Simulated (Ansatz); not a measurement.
Input for Ansatz (development build ahead of 0.2.0):

```yaml
crystal:
  periodic: [false, false, false]
  atoms:
    - { symbol: C, position_ang: [0.0, 0.0, -1.39028] }
    - { symbol: Br, position_ang: [0.0, 0.0, 0.38485] }
    - { symbol: H, position_ang: [0.0, -0.9563, -1.70935] }
    - { symbol: H, position_ang: [-0.82818, 0.47815, -1.70935] }
    - { symbol: H, position_ang: [0.82818, 0.47815, -1.70935] }
basis:
  gaussian: { orbitals: cc-pVDZ }
hamiltonian:
  xc: hf
correlation:
  method: mp2
  frozen_orbitals: { Br: 9, C: 1, H: 0 }
```

The input is written out in the form of the current development build from the run's settings.

The run gave:

```json
{"Converged": "yes", "Reference energy": "-2611.97290 hartree", "Correlation energy": "-0.27568 hartree", "Total energy": "-2612.24857 hartree", "Spin squared of the determinant": "0.000"}
```

Caution: no unrestricted run beside it, a lower state can exist.
